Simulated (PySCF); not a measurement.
## Rh: electron affinity

Rh⁻ [Kr] 4d8 5s2 (3F) → Rh [Kr] 4d8 5s1 (4F), as a difference of total energies. Calculation: PySCF 2.14, in def2-QZVPPD with the def2 core potential (28 electrons); scalar relativity through the core potential. Correlated levels: valence: 4s2 4p6 frozen. The calculations carry no spin-orbit coupling.

| method | electron affinity (eV) |
| --- | --- |
| UHF | -0.265 |
| MP2 (valence) | 0.805 |
| SCS-MP2 (valence) | 0.898 |
| CCSD (valence) | 0.837 |
| CCSD(T) (valence) | 0.983 |

The reference lies between the lowest fine-structure levels, while these numbers refer to the centres of the terms.

Errors of the correlated levels include the incompleteness of this basis and the frozen core.

A negative affinity means that the anion lies above the atom at that level of theory.

The coupled-cluster amplitudes are large for Rh⁻ (T1 above 0.03 or a double amplitude above 0.15), so a single reference is strained.

For comparison: 1.143 eV (measured; photodetachment measurements, as compiled on the Wikipedia data page of electron affinities).
